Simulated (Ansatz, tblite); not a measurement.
Removing and adding an electron: BMe2Br (C2H6BBr). Total charge 0; singlet. Geometry: PBE0-D4/def2-SVP. Ansatz, gas phase; energy differences of separate SCF runs; the oxidised species was run as a doublet alone; the reduced species was run as a doublet alone.

```
atom    x (Å)    y (Å)    z (Å)
  B1   0.3807  -0.1732   0.2980
  C2   0.4062   1.3301  -0.1244
  H3  -0.1992   1.8746   0.6269
  H4  -0.0877   1.4996  -1.0945
  H5   1.4043   1.7888  -0.1234
  C6  -0.7344  -1.1786  -0.1325
  H7  -0.4072  -1.6127  -1.0976
  H8  -1.6959  -0.6793  -0.3307
  H9  -0.8810  -2.0192   0.5595
Br10   1.8143  -0.8299   1.4186
```

The xTB rows come from tblite. HOMO above LUMO, or a gap near zero within one spin, warns that the state may not be the lowest or that an electron is smeared out.

```tsv
level	−HOMO (eV)	vertical IE (eV)	−LUMO (eV)	vertical EA (eV)	HOMO–LUMO gap (eV)	IE − EA (eV)	remarks
GFN1-xTB	11.33	15.12	7.00	3.31	4.34	11.81	–
GFN2-xTB	10.88	14.24	6.91	3.17	3.97	11.07	–
PBE-D4/def2-TZVP	6.58	9.83	1.85	–	4.73	–	–
PBE-D4/def2-TZVPD	6.61	–	1.90	-0.48	4.71	–	HOMO above zero (-1 doublet), gap within one spin near zero (-1 doublet)
r2SCAN-D4/def2-TZVP	6.88	9.99	1.49	–	5.38	–	–
r2SCAN-D4/def2-TZVPD	6.89	–	1.52	-0.65	5.37	–	HOMO above zero (-1 doublet)
PBE0-D4/def2-TZVP	7.87	10.12	0.89	–	6.98	–	–
PBE0-D4/def2-TZVPD	7.88	–	0.93	-0.64	6.95	–	HOMO above zero (-1 doublet)
```

   A HOMO above zero means that the electron is unbound at that level or that self-interaction error raises the level; the energy of removing that electron tells which. Raw xTB energy differences between charge states are shifted by several eV; the methods need an empirical correction for them. A negative affinity means that the extra electron isn't bound; its size then hangs on the basis.
